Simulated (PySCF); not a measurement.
C₂H₆F₂OSi, SMILES COC(F)(F)[SiH3]. Atoms are numbered in the order given.

```xyz
12

C      2.2846    -0.2547     0.2988
O      1.0660    -0.3480    -0.4469
C     -0.0605     0.0771     0.1708
F      0.0656     1.3929     0.5600
F     -0.2597    -0.6126     1.3470
Si    -1.5779    -0.1360    -0.9995
H      2.2313    -0.8678     1.2110
H      3.0754    -0.6357    -0.3584
H      2.4971     0.7906     0.5692
H     -2.7832     0.3454    -0.2743
H     -1.7114    -1.5774    -1.3364
H     -1.3445     0.6758    -2.2224
```
Charge 0, spin multiplicity 1.

Geometry optimised at B3LYP-D3(BJ)/def2-SVP. The structure was generated by enumeration, and PubChem lists no compound with its InChIKey, so it may never have been made. One conformer was computed; it need not be the lowest.

Level of theory: TDDFT-PBE/def2-SVPD (PySCF).

Vertical excitations. 

```csv
state,energy (eV),λ (nm),f,main pairs
S1,7.00,177,0.000,HOMO→LUMO 100 %
S2,7.44,167,0.006,HOMO→LUMO+1 92 %
S3,7.55,164,0.020,HOMO−1→LUMO 80 %
S4,7.58,164,0.010,HOMO→LUMO+2 88 %
S5,7.58,164,0.002,HOMO→LUMO+3 89 %
S6,7.90,157,0.004,HOMO→LUMO+4 100 %
S7,7.95,156,0.008,"HOMO−1→LUMO+1 63 %, HOMO−1→LUMO+3 28 %"
S8,8.04,154,0.173,"HOMO−1→LUMO+3 57 %, HOMO−1→LUMO+1 21 %"
S9,8.07,154,0.003,HOMO−1→LUMO+2 90 %
S10,8.15,152,0.027,HOMO−2→LUMO 86 %
T1,6.97,178,0,HOMO→LUMO 100 %
T2,7.05,176,0,HOMO−1→LUMO 95 %
T3,7.34,169,0,HOMO→LUMO+1 87 %
T4,7.40,168,0,HOMO→LUMO+2 99 %
```
Triplets are in the Tamm–Dancoff approximation, which puts them higher than full response would, so one can lie above its singlet here.
